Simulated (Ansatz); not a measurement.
Geometry optimisation, DFT LDA, scalar-relativistic, plane waves, PAW in Ansatz.

input.yaml

```yaml
crystal:
  lattice:
    - [-2.29, -3.966396, 0.0]
    - [3.435, -1.983198, 0.0]
    - [0.0, 0.0, 7.17686]
  atoms:
    - { symbol: Be, position: [0.75000007, 0.50000004, 0.0] }
    - { symbol: Be, position: [0.50000004, 0.33333336, 0.25] }
    - { symbol: Be, position: [0.75000007, 0.50000004, 0.5] }
    - { symbol: Be, position: [0.50000004, 0.33333336, 0.75] }
    - { symbol: Be, position: [0.50000003, 2.0e-08, 0.0] }
    - { symbol: Be, position: [0.25000004, 0.83333336, 0.25] }
    - { symbol: Be, position: [0.50000003, 2.0e-08, 0.5] }
    - { symbol: Be, position: [0.25000004, 0.83333336, 0.75] }
    - { symbol: Be, position: [0.25000003, 0.50000002, 0.0] }
    - { symbol: Be, position: [1.0e-08, 0.33333334, 0.25] }
    - { symbol: Be, position: [0.25000003, 0.50000002, 0.5] }
    - { symbol: Be, position: [1.0e-08, 0.33333334, 0.75] }
    - { symbol: Be, position: [0.0, 0.0, 0.0] }
    - { symbol: Be, position: [0.75000008, 0.83333338, 0.25] }
    - { symbol: Be, position: [0.0, 0.0, 0.5] }
    - { symbol: Be, position: [0.75000008, 0.83333338, 0.75] }
    - { symbol: Li, position: [0.00284513, 0.67954327, 0.63178895] }
basis:
  ecutwfc: 420.0
kpoints:
  mp_grid: { grid: [4, 4, 3] }
hamiltonian:
  xc: lda
scf:
  occupations: { method: gaussian, width: 0.1 }
  lower_state_search: "off"
relax:
  f_tol: 0.03
  max_steps: 60
  adjacent_minimum: "off"
```

Command:

```bash
$ ansatz run input.yaml --threads 1 --pin off --max-ram 3072MiB --backend cpu --events-out ev --progress --plain --runs-dir out
```

Problem. Where does it end, and by what steps?

Solution. It converged. Limits of this set-up: coarse k mesh. After 14 steps the energy has fallen by 4.530 eV; Be8 moved furthest, 1.15 Å.

| step | energy less start (eV) | largest force component (eV/Å) | accepted |
| --- | --- | --- | --- |
| 0 | 0.0000 | 4.467 | yes |
| 1 | -1.8541 | 2.861 | yes |
| 2 | -3.5438 | 0.523 | yes |
| 3 | -3.6020 | 0.635 | yes |
| 4 | -3.8460 | 0.312 | yes |
| 5 | -3.9824 | 0.477 | yes |
| 6 | -4.1275 | 0.407 | yes |
| 7 | -4.2249 | 0.819 | yes |
| 8 | -4.4440 | 0.251 | yes |
| 9 | -4.5156 | 0.207 | yes |
| 10 | -4.5011 | 0.352 | no |
| 11 | -4.5278 | 0.048 | yes |
| 12 | -4.5283 | 0.094 | yes |
| 13 | -4.5296 | 0.035 | yes |
| 14 | -4.5301 | 0.007 | yes |

```xyz
17
Lattice="-2.2900 -3.9664 0.0000 3.4350 -1.9832 0.0000 0.0000 0.0000 7.1769" Properties=species:S:1:pos:R:3
Be -0.051 -3.990 -0.018
Be -0.131 -2.525 1.744
Be -0.051 -3.990 3.506
Be 0.526 -3.067 5.333
Be -1.360 -1.764 -0.030
Be 2.159 -2.480 1.744
Be -1.361 -1.764 3.518
Be 3.110 -3.445 5.333
Be 0.909 -1.817 -0.025
Be 1.053 -0.553 1.744
Be 0.909 -1.817 3.513
Be 1.177 -0.288 5.333
Be -0.018 0.077 -0.015
Be 1.080 -4.523 1.744
Be -0.018 0.076 3.503
Be 1.419 -4.621 5.333
Li 2.136 -1.886 5.333
```

Whether the end is a true minimum wasn't checked by a vibrational analysis.

Time of the run: 110 s on 1 thread of Arm Neoverse V1, with other jobs on the host, peak memory 0.35 GiB.
